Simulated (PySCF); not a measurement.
# `C[Si]1(C)COC1`, C4H10OSi

Geometry:
```tsv
atom	x (Å)	y (Å)	z (Å)
C1	0.895	1.646	0.706
Si2	0.171	0.034	0.007
C3	1.512	-1.165	-0.606
C4	-1.313	-0.738	0.966
O5	-2.233	-0.443	-0.095
C6	-1.411	0.196	-1.082
H7	1.554	1.442	1.544
H8	0.118	2.322	1.051
H9	1.477	2.166	-0.049
H10	1.085	-2.081	-1.003
H11	2.108	-0.709	-1.391
H12	2.186	-1.435	0.201
H13	-1.634	-0.243	1.887
H14	-1.291	-1.816	1.153
H15	-1.787	1.203	-1.285
H16	-1.443	-0.370	-2.017
```

Method used: GIAO B97-2/pcSseg-1 magnetisability, rotational g tensor and spin-rotation constants, non-relativistic, gas phase (PySCF 2.14.0). Geometry: GFN2-xTB.

**Question.** How diamagnetic is it, and how anisotropic?

**Answer.** Isotropic -1122 × 10⁻³⁰ J/T², or -67.6 × 10⁻⁶ cm³/mol; principal values -1251, -1177, -938 × 10⁻³⁰ J/T², anisotropy 284 × 10⁻³⁰ J/T² (root of half the summed squared differences of the principal values). The susceptibility is in cgs units.

**Question.** Split it along the inertial axes a, b, c into diamagnetic and paramagnetic parts about the centre of mass, with the quadrupole moment.

**Answer.** 
| axis | χ (10⁻⁶ cm³/mol) | diamagnetic (10⁻⁶ cm³/mol) | paramagnetic (10⁻⁶ cm³/mol) | summed x² of all electrons (Å²) | quadrupole Θ (D Å) |
| --- | --- | --- | --- | --- | --- |
| a | -70.9 | -443.4 | 372.6 | 114.4 | -7.61 |
| b | -56.5 | -652.5 | 596.0 | 65.1 | +2.55 |
| c | -75.4 | -761.8 | 686.5 | 39.4 | +5.06 |

Anisotropies 2χaa − χbb − χcc = -9.9 and 2χbb − χaa − χcc = +33.3 × 10⁻⁶ cm³/mol. Θ is traceless in Buckingham's convention.

**Question.** And the rotational g tensor?

**Answer.** 
```csv
axis,rotational constant (GHz),g,nuclear part,electronic part
a,3.8294,-0.0109,0.6593,-0.6702
b,2.2326,-0.0277,0.5974,-0.6251
c,1.8952,-0.0080,0.6031,-0.6112
```
Asymmetric top; isotopes 12C, 1H, 16O, 28Si; no vibrational averaging.
